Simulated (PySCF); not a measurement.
C$_{2}$H$_{3}$ (SMILES [CH]=C), doublet (typed; the unrestricted solution is spin-contaminated), geometry from GFN2-xTB; MP2/6-31G* (PySCF).

PySCF was given this input:
```python
from pyscf import gto, scf, mp

mol = gto.M(
    atom='''
C     0.66801280   -0.25106413    0.02041584
C    -0.56330933    0.12414455   -0.01579794
H     1.64284906    0.17713737    0.03734254
H    -0.88995141    1.16819846   -0.04069879
H    -1.38111845   -0.58381835   -0.02435116
''',
    basis='6-31g*',
    spin=1,
    verbose=4,
)

mf = scf.UHF(mol)
mf.kernel()

pt = mp.MP2(mf)
pt.kernel()
print('E(MP2) = %.10f' % pt.e_tot)
```

The log (banner, timings and long lists left out):

```
PySCF version 2.14.0

[INPUT] verbose = 4
[INPUT] num. atoms = 5
[INPUT] num. electrons = 15
[INPUT] charge = 0
[INPUT] spin (= nelec alpha-beta = 2S) = 1
[INPUT] symmetry False subgroup None
[INPUT] Mole.unit = angstrom
[INPUT] Symbol           X                Y                Z      unit          X                Y                Z       unit  Magmom
[INPUT]  1 C      0.668012800000  -0.251064130000   0.020415840000 AA    1.262361239704  -0.474442445402   0.038580346203 Bohr   0.0
[INPUT]  2 C     -0.563309330000   0.124144550000  -0.015797940000 AA   -1.064500357112   0.234599199357  -0.029853779932 Bohr   0.0
[INPUT]  3 H      1.642849060000   0.177137370000   0.037342540000 AA    3.104534787399   0.334741115726   0.070567173396 Bohr   0.0
[INPUT]  4 H     -0.889951410000   1.168198460000  -0.040698790000 AA   -1.681764429071   2.207575148539  -0.076909566701 Bohr   0.0
[INPUT]  5 H     -1.381118450000  -0.583818350000  -0.024351160000 AA   -2.609935616084  -1.103256787995  -0.046017023215 Bohr   0.0

nuclear repulsion = 28.7405755695246
number of shells = 18
number of NR pGTOs = 66
number of NR cGTOs = 34
basis = 6-31g*
ecp = {}

******** <class 'pyscf.scf.uhf.UHF'> ********
method = UHF
initial guess = minao
damping factor = 0
level_shift factor = 0
DIIS = <class 'pyscf.scf.diis.CDIIS'>
diis_start_cycle = 1
diis_space = 8
diis_damp = 0
SCF conv_tol = 1e-09
SCF conv_tol_grad = None
SCF max_cycles = 50
direct_scf = True
direct_scf_tol = 1e-13
number electrons alpha = 8  beta = 7
Set gradient conv threshold to 3.16228e-05
init E= -77.5076987987911

cycle= 1 E= -77.3451481819753  delta_E= 0.163  |g|= 0.185  |ddm|= 1.37
cycle= 2 E= -77.3770648641852  delta_E= -0.0319  |g|= 0.0628  |ddm|= 0.245
cycle= 3 E= -77.3827820570414  delta_E= -0.00572  |g|= 0.0222  |ddm|= 0.12
cycle= 4 E= -77.3839447115035  delta_E= -0.00116  |g|= 0.0148  |ddm|= 0.0439
cycle= 5 E= -77.3847145572211  delta_E= -0.00077  |g|= 0.0126  |ddm|= 0.0332
cycle= 6 E= -77.3854811621073  delta_E= -0.000767  |g|= 0.0113  |ddm|= 0.036
cycle= 7 E= -77.3868766635204  delta_E= -0.0014  |g|= 0.00823  |ddm|= 0.08
cycle= 8 E= -77.3877324791197  delta_E= -0.000856  |g|= 0.00298  |ddm|= 0.108
cycle= 9 E= -77.3877181561787  delta_E= 1.43e-05  |g|= 0.00188  |ddm|= 0.015
cycle= 10 E= -77.3877450978278  delta_E= -2.69e-05  |g|= 0.000581  |ddm|= 0.0209
cycle= 11 E= -77.3877442105237  delta_E= 8.87e-07  |g|= 0.000493  |ddm|= 0.0073
cycle= 12 E= -77.3877461152428  delta_E= -1.9e-06  |g|= 8.84e-05  |ddm|= 0.00577
cycle= 13 E= -77.3877461675061  delta_E= -5.23e-08  |g|= 2.09e-05  |ddm|= 0.000813
cycle= 14 E= -77.3877461682921  delta_E= -7.86e-10  |g|= 7.23e-06  |ddm|= 6.93e-05
Extra cycle  E= -77.3877461683535  delta_E= -6.14e-11  |g|= 4.18e-06  |ddm|= 9.42e-06
converged SCF energy = -77.3877461683535  <S^2> = 0.9372977  2S+1 = 2.1792638

******** <class 'pyscf.mp.ump2.UMP2'> ********
nocc = (np.int64(8), np.int64(7)), nmo = (34, 34)
E(UMP2) = -77.6055190719082  E_corr = -0.21777290355467
E(SCS-UMP2) = -77.6032708760712  E_corr = -0.215524707717686
E_corr(same-spin) = -0.0528493575552897
E_corr(oppo-spin) = -0.16492354599938
E(MP2) = -77.6055190719
```
